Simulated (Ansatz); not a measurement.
Cost and result up the ladder for Ag₃Pd (the lowest doublet isomer of a short search) (4 atoms). Total charge 0; doublet. Geometry: r2SCAN-D4/def2-SVP.

```xyz
4

Pd   -0.664   -1.092   -0.318
Ag    0.999    0.905    0.065
Ag   -0.983    1.127   -1.718
Ag    0.649   -0.940    1.971
```

Ansatz on 4 threads of Arm Neoverse V2 on a shared host. Times are rough, and most runs start from the orbitals of an earlier one. r2SCAN0-D4/def2-TZVP serves as the yardstick here, not as an exact answer. Differences are given only for rows in sets of like size (and for xTB, whose basis is part of the method), since another set adds its own error. Binding counts from free atoms at the same level (Pd singlet, Ag doublet; other spins of the atoms weren't run), without zero-point energy or a counterpoise term.

In the def2 sets Ag, Pd take a core potential; there is no spin–orbit coupling. LC-ωPBE has ω = 0.4 bohr⁻¹. Correlated methods freeze no core orbitals; core or outer-core shells of Pd, Ag are correlated, in sets that lack core-valence functions. The structure comes from a short search, and lower isomers may exist.

Run but left out: HF/STO-3G (⟨S²⟩ 4.27, where a pure state has 0.75).

Correlated methods converge slowly with the basis.

```json
{"level": "PBE-D4/def2-SVP", "functions": "124", "wall time": "3.3 s", "binding energy per atom (eV)": "1.34", "difference from r2SCAN0-D4/def2-TZVP (eV)": "–"}
{"level": "PBE-D4/def2-TZVPD", "functions": "160", "wall time": "3.8 s", "binding energy per atom (eV)": "1.35", "difference from r2SCAN0-D4/def2-TZVP (eV)": "0.19"}
{"level": "revPBE-D4/def2-TZVP", "functions": "160", "wall time": "4.1 s", "binding energy per atom (eV)": "1.22", "difference from r2SCAN0-D4/def2-TZVP (eV)": "0.06"}
{"level": "PBE0-D4/def2-TZVPD", "functions": "160", "wall time": "4.3 s", "binding energy per atom (eV)": "1.14", "difference from r2SCAN0-D4/def2-TZVP (eV)": "-0.02"}
{"level": "PBE0-D4/def2-SVP", "functions": "124", "wall time": "5.5 s", "binding energy per atom (eV)": "1.12", "difference from r2SCAN0-D4/def2-TZVP (eV)": "–"}
{"level": "MP2/def2-TZVP", "functions": "160", "wall time": "5.5 s", "binding energy per atom (eV)": "1.17", "difference from r2SCAN0-D4/def2-TZVP (eV)": "0.01"}
{"level": "PBE0-D4/def2-TZVP", "functions": "160", "wall time": "6 s", "binding energy per atom (eV)": "1.14", "difference from r2SCAN0-D4/def2-TZVP (eV)": "-0.02"}
{"level": "BHLYP-D4/def2-TZVP", "functions": "160", "wall time": "8 s", "binding energy per atom (eV)": "0.93", "difference from r2SCAN0-D4/def2-TZVP (eV)": "-0.23"}
{"level": "r2SCAN-D4/def2-TZVP", "functions": "160", "wall time": "9.5 s", "binding energy per atom (eV)": "1.39", "difference from r2SCAN0-D4/def2-TZVP (eV)": "0.23"}
{"level": "r2SCAN-D4/def2-TZVPD", "functions": "160", "wall time": "9.5 s", "binding energy per atom (eV)": "1.39", "difference from r2SCAN0-D4/def2-TZVP (eV)": "0.23"}
{"level": "LC-ωPBE/def2-TZVP", "functions": "160", "wall time": "9.5 s", "binding energy per atom (eV)": "0.97", "difference from r2SCAN0-D4/def2-TZVP (eV)": "-0.19"}
{"level": "RPA@PBE/def2-TZVP", "functions": "160", "wall time": "9.5 s", "binding energy per atom (eV)": "1.03", "difference from r2SCAN0-D4/def2-TZVP (eV)": "-0.13"}
{"level": "r2SCANh-D4/def2-TZVP", "functions": "160", "wall time": "12 s", "binding energy per atom (eV)": "1.29", "difference from r2SCAN0-D4/def2-TZVP (eV)": "0.13"}
{"level": "r2SCAN0-D4/def2-TZVP", "functions": "160", "wall time": "13 s", "binding energy per atom (eV)": "1.16", "difference from r2SCAN0-D4/def2-TZVP (eV)": "0.00"}
```
